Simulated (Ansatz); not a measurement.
Ansatz (a quantum-chemistry and plane-wave program) input (CCSD(T)/def2-SVP):

Ansatz 0.2 input:
```yaml
crystal:
  periodic: [false, false, false]
  atoms:
    - {symbol: C, position_ang: [2.25906370, -0.29403587, -0.19427729]}
    - {symbol: Sn, position_ang: [-0.13703049, 0.01783565, 0.01178449]}
    - {symbol: O, position_ang: [-0.76213285, -0.92329279, -1.55211968]}
    - {symbol: O, position_ang: [-0.25860705, 1.94275606, -0.03482611]}
    - {symbol: O, position_ang: [-0.46845117, -0.82563270, 1.71501478]}
    - {symbol: H, position_ang: [2.30619735, -0.44381190, -1.26833634]}
    - {symbol: H, position_ang: [2.57692483, 0.66612543, 0.19981896]}
    - {symbol: H, position_ang: [2.35972509, -1.16503014, 0.44563952]}
    - {symbol: H, position_ang: [-1.05450245, -1.83748750, -1.41234547]}
    - {symbol: H, position_ang: [-0.46675519, 2.33710373, -0.89618146]}
    - {symbol: H, position_ang: [-0.51091887, -0.23511161, 2.48329215]}
basis:
  gaussian:
    orbitals: def2-SVP
total_charge: 1
magnetization: {spin_polarized: true, initial_magnetization: 1}
correlation: {method: ccsd_t, electrons: outside_noble_gas}
```

Output:

```
Functional definition: HF
integrals: 0.31 GiB planned
1194 factors; integrals over basis functions are off by at most 7.7e-4 eV
mean field: 0.54 GiB planned
mean field evaluation 1: about -13018.3098 eV, gradient 5.1e1 eV
mean field evaluation 2: about -13018.3280 eV, gradient 5.1e1 eV
mean field evaluation 4: about -13028.3351 eV, gradient 2.8e0 eV
mean field evaluation 8: about -13028.4336 eV, gradient 1.9e-1 eV
mean field evaluation 16: about -13028.3930 eV, gradient 8.7e-1 eV
mean field evaluation 32: about -13025.3361 eV, gradient 4.4e-2 eV
mean field -13028.43458512 eV, -478.7861400132 hartree, gradient 2.7e-6 eV, S^2 0.763424; 1 other end points of the search recorded, 0 dependent functions left out
determinant -13028.43458512 eV, -478.7861400132 hartree, with singles and doubles -13050.60890900 eV, -479.6010313852 hartree
determinant -13025.33614065 eV, -478.6722742790 hartree, with singles and doubles -13047.74790839 eV, -479.4958915520 hartree
13 core orbitals not correlated
reference -13028.43458512 eV, -478.7861400132 hartree; 16, 15 occupied and 83, 84 virtual orbitals, 1194 factors
second order -21.30323953 eV of doubles, -0.00000000 eV of singles
coupled cluster: 1.22 GiB planned
cycle   1  -22.17563852 eV  change   -1.3e-3 eV  update   3.6e-3
cycle   2  -22.17611557 eV  change   -4.8e-4 eV  update   2.6e-3
cycle   3  -22.17446880 eV  change    1.6e-3 eV  update   1.7e-3
cycle   4  -22.17722193 eV  change   -2.8e-3 eV  update   3.6e-4
cycle   5  -22.17766737 eV  change   -4.5e-4 eV  update   1.7e-4
cycle   6  -22.17765410 eV  change    1.3e-5 eV  update   6.0e-5
cycle   7  -22.17767501 eV  change   -2.1e-5 eV  update   3.2e-5
perturbative correction -0.56337297 eV, -0.0207035746 hartree
Total energy: -13051.17563310 eV, -479.6218581118 hartree
```
